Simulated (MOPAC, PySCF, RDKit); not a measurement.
Torsion H3–C1–Ge2–H6 in CH6Ge (SMILES [CH3][GeH3]); at each angle all else is relaxed with GFN2-xTB, and the levels are single points there.
Geometry at 60° (charge 0, multiplicity 1):
```xyz
8

C     -1.03625    -0.08011     0.01011
Ge     0.91655     0.06839    -0.01703
H     -1.45894     0.53784     0.79857
H     -1.34228    -1.10864     0.18522
H     -1.46068     0.24280    -0.93740
H      1.51556    -0.37194     1.27893
H      1.35349     1.47688    -0.25673
H      1.51302    -0.77562    -1.09594
```

On the grid 0° to 120°, 0° is the highest and 60° the lowest point at MP2/CBS(cc-pVTZ, cc-pVQZ) + ΔCCSD(T)/cc-pVTZ.

Rows in STO-3G carry no dispersion term and start afresh at each structure; the Pople sets are all-electron and without relativity. The state that PM6 reach isn't checked.

Run with MOPAC for PM6 (differences of heats of formation); PySCF for STO-3G rows; RDKit for the force fields. 

One of these levels gives 1.41 kcal/mol for the energy at 0° less that at 60°. Name it.
A. HF/STO-3G
B. PM6
C. UFF

C, UFF. The others give 0.44 (PM6), 1.11 (HF/STO-3G)
